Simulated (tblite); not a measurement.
Species: C11H8O.
Z-matrix (Å and degrees, GFN2-xTB geometry), rows numbered from 1:
```
O 
C   1  1.2041
C   2  1.4782  1  125.47
C   3  1.3972  2  115.97  1   179.75
C   4  1.3839  3  129.01  2   179.93
C   5  1.3832  4  128.66  3     0.07
C   6  1.3940  5  125.85  4   179.99
C   7  1.3932  6  108.86  5  -179.92
C   8  1.3930  7  109.58  6     0.00
C   9  1.3943  8  108.89  7    -0.02
C  10  1.3833  6  127.55  5    -0.16
C  11  1.3832 10  128.40  6     0.05
H   2  1.1083  1  120.72  3   179.99
H   4  1.0845  3  115.25  2    -0.04
H   5  1.0846  4  116.16  3  -179.96
H   7  1.0744  6  125.21  5     0.08
H   8  1.0760  7  125.16  6   179.98
H   9  1.0741  8  125.90  7   179.97
H  11  1.0843 10  115.42  6  -179.92
H  12  1.0842  3  113.70  2     0.02
```

Computed with GFN2-xTB (tblite): harmonic, unscaled wavenumbers at the GFN2-xTB geometry, gas phase. This tight-binding method is rough: wavenumbers can miss measured ones by several per cent, in bad cases by 10 to 20. One conformer, not necessarily the lowest.

Harmonic wavenumbers (cm⁻¹): 64.0, 115.4, 151.9, 203.4, 236.7, 308.8, 325.9, 329.9, 383.3, 500.7, 537.0, 576.5, 583.0, 684.9, 704.9, 720.8, 757.2, 776.4, 807.2, 811.3, 812.5, 847.6, 873.4, 915.5, 920.4, 926.9, 930.8, 1048.5, 1075.8, 1091.4, 1154.7, 1178.5, 1220.6, 1244.5, 1289.2, 1314.4, 1341.8, 1378.7, 1400.5, 1424.3, 1446.1, 1515.8, 1537.1, 1580.3, 1582.5, 1742.1, 2755.8, 3031.7, 3040.9, 3043.9, 3052.4, 3124.2, 3141.5, 3146.7.

A = 2715, B = 594.0, C = 487.4 MHz; mass 156.058 u (most abundant isotopes); point group Cs, symmetry number 1.

Problem. What is the zero-point energy?

Solution. Half the sum of the wavenumbers: 32855 cm⁻¹ = 393.04 kJ/mol.

Problem. Give the ideal-gas entropy at 200 K and 1 bar in the rigid-rotor, harmonic-oscillator model (classical rotation).

Solution. Translation 163.54, rotation 122.18, vibration 60.60: S = 346.3 J/(mol K).

Problem. And Cp and H(200 K) − H(0)?

Solution. Cp = 115.02 J/(mol K), of which vibrations give 81.77 (their classical limit is 54 R = 449.0); H(200 K) − H(0) = 13.87 kJ/mol without the zero-point energy, 7.22 from vibrations.

Problem. What must be added to the electronic energy to get the Gibbs energy at 200 K and 1 bar?

Solution. ZPE + [H(200 K) − H(0)] − T·S = 393.04 + 13.87 − 69.27 = 337.64 kJ/mol.

Problem. How do the functions run with temperature in this model?

Solution. 
| T (K) | S (J/(mol K)) | Cp (J/(mol K)) | H − H(0) (kJ/mol) | G − H(0) (kJ/mol) | ln q(vib) |
| --- | --- | --- | --- | --- | --- |
| 100 | 285.1 | 68.4 | 4.77 | -23.74 | 0.96 |
| 300 | 403.0 | 168.2 | 28.01 | -92.87 | 5.25 |
| 500 | 511.8 | 260.1 | 71.40 | -184.48 | 10.35 |
| 800 | 653.9 | 342.4 | 163.10 | -360.03 | 18.22 |
| 1000 | 734.1 | 375.4 | 235.08 | -499.01 | 23.21 |

q(vib) and H(0) count from the zero-point level.

Problem. Blend soft modes into free rotors: weight 1/[1 + (100 cm⁻¹/ν̃)⁴] for the oscillator and the rest for a rotor with moment μB/(μ + B), μ = h/(8π²ν), B = 10⁻⁴⁴ kg m². What vibrational entropy results?

Solution. 58.47 J/(mol K) in place of 60.60, which changes −T·S at 200 K by +0.43 kJ/mol.

Problem. Which modes carry the vibrational entropy at 200 K?

Solution. 64.0 cm⁻¹: 14.84; 115.4 cm⁻¹: 10.10; 151.9 cm⁻¹: 7.98; 203.4 cm⁻¹: 5.85; 236.7 cm⁻¹: 4.83; 308.8 cm⁻¹: 3.20 J/(mol K); the other 48 give 13.81 together.

Hindered rotation and anharmonicity are outside this model. Other conformers, if any are populated, would add a mixing term that is left out.
